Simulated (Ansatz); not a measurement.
System: C$_{6}$H$_{13}$S (charge 0, doublet). It need not be the lowest isomer of its formula. SMILES: CCCC[CH]SC
Coordinates optimised at B3LYP-D3(BJ)/def2-TZVP (Ansatz, a program for electronic structure):
```xyz
20

C     -3.9847     0.7195    -0.3229
C     -2.5519     1.0096     0.1144
C     -1.5938    -0.1404    -0.1833
C     -0.1571     0.1437     0.2574
C      0.7647    -0.9921    -0.0349
S      2.4707    -0.9662     0.1713
C      2.9118     0.7670    -0.1270
H     -4.6483     1.5570    -0.1001
H     -4.0364     0.5301    -1.3978
H     -4.3794    -0.1629     0.1864
H     -2.1928     1.9156    -0.3849
H     -2.5328     1.2261     1.1875
H     -1.6032    -0.3572    -1.2560
H     -1.9501    -1.0478     0.3159
H      0.1908     1.0584    -0.2344
H     -0.1552     0.3743     1.3353
H      0.3683    -2.0000    -0.0566
H      3.9966     0.8203    -0.0531
H      2.4728     1.4252     0.6203
H      2.6037     1.0762    -1.1251
```
Charge 0, spin multiplicity 2.

Computed values are from Ansatz. Correlated levels leave the core frozen unless marked. Open shells are spin-unrestricted. No spin-orbit coupling. No relativistic terms. CBS marks a two-point X^-3 extrapolation of the correlation energy; Hartree-Fock from the larger set. [CCSD(T)-MP2]/basis is that difference in the basis named.

```
Item                                                                                              Value
---------------------  --------------------------------------------------------------------------------
atomisation energy De  1845.4 kcal/mol at RI-MP2/CBS(cc-pV(T+d)Z,cc-pV(Q+d)Z)+[CCSD(T)-MP2]/cc-pV(T+d)Z
total energy              -633.8647 Eh at RI-MP2/CBS(cc-pV(T+d)Z,cc-pV(Q+d)Z)+[CCSD(T)-MP2]/cc-pV(T+d)Z
dipole moment                                                         1.57 D at CCSD(T)/aug-cc-pV(D+d)Z
T1 diagnostic                                                                 0.014 at CCSD/cc-pV(T+d)Z
```
